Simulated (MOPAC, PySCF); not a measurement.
H9NOSi3, SMILES `O[Si](N)([SiH3])[SiH3]`, neutral singlet in the gas phase. 

Z-matrix (Å, degrees):
```
Si
O 1 1.6636
H 2 0.9623 1 117.43
N 1 1.7175 2 116.28 3 -63.90
H 4 1.0078 1 122.69 2 89.30
H 4 1.0086 5 111.69 1 160.83
Si 1 2.3409 2 103.16 3 177.94
H 7 1.4865 1 111.63 2 -48.60
H 7 1.4876 8 108.52 1 121.45
H 7 1.4905 8 108.41 9 117.08
Si 1 2.3512 2 111.10 3 55.20
H 11 1.4875 1 111.67 2 41.34
H 11 1.4876 12 108.45 1 -122.90
H 11 1.4936 12 107.68 13 -116.24
```
Charge 0, multiplicity 1.

All levels are single points at this geometry (r2SCAN-D4/def2-TZVP); Pople sets use spherical d functions. Orbital energies aren't observables, and empty levels follow the basis.

BP86/6-31G* in PySCF gives HOMO (eV) = -6.04.

Question: Estimate the HOMO (eV) from each of these levels: r2SCAN-D4/def2-TZVP in PySCF; B3LYP/6-311+G** in PySCF; B3LYP/6-31G* in PySCF; PBE/6-31G* in PySCF; HF/6-31G* in PySCF; HF/STO-3G in PySCF; AM1 in MOPAC; PM6 in MOPAC.

Answer: 
| level | HOMO (eV) |
|---|---|
| r2SCAN-D4/def2-TZVP in PySCF | -6.47 |
| B3LYP/6-311+G** in PySCF | -7.27 |
| B3LYP/6-31G* in PySCF | -6.99 |
| PBE/6-31G* in PySCF | -5.93 |
| HF/6-31G* in PySCF | -9.91 |
| HF/STO-3G in PySCF | -7.48 |
| AM1 in MOPAC | -9.85 |
| PM6 in MOPAC | -7.76 |
